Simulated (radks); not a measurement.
Values are calculated unless marked as measured or tabulated.
Valence configurations of neutral nitrogen (all share [He]). Code: a radial shooting solver on a logarithmic mesh with Libxc functionals. Model: scalar-relativistic Kohn-Sham, SCAN, spin-unpolarised, spherical densities, finite nucleus; meta-GGA in the generalised Kohn-Sham scheme; Fermi nuclear charge, rms radius 2.5582 fm. Energies are relative to 2s2 2p3; eigenvalues in eV.

\begin{tabular}{lrrr}
valence & E (eV) & e(2p) & e(2s) \\ \hline
2s2 2p3 & 0.000 & -7.196 & -19.697 \\
2s1 2p4 & 12.499 & -7.686 & -20.156 \\
2s1.5 2p3.5 & 6.264 & -7.449 & -19.963 \\
2p5 & 24.776 & -8.023 & - \\
2s0.5 2p4.5 & 18.708 & -7.891 & -20.192 \\
\end{tabular}

NIST lists [He] 2s2 2p3 as the ground configuration; this level of theory agrees among the configurations tried. The energies are those of spherical spin-averaged densities, not of single terms.
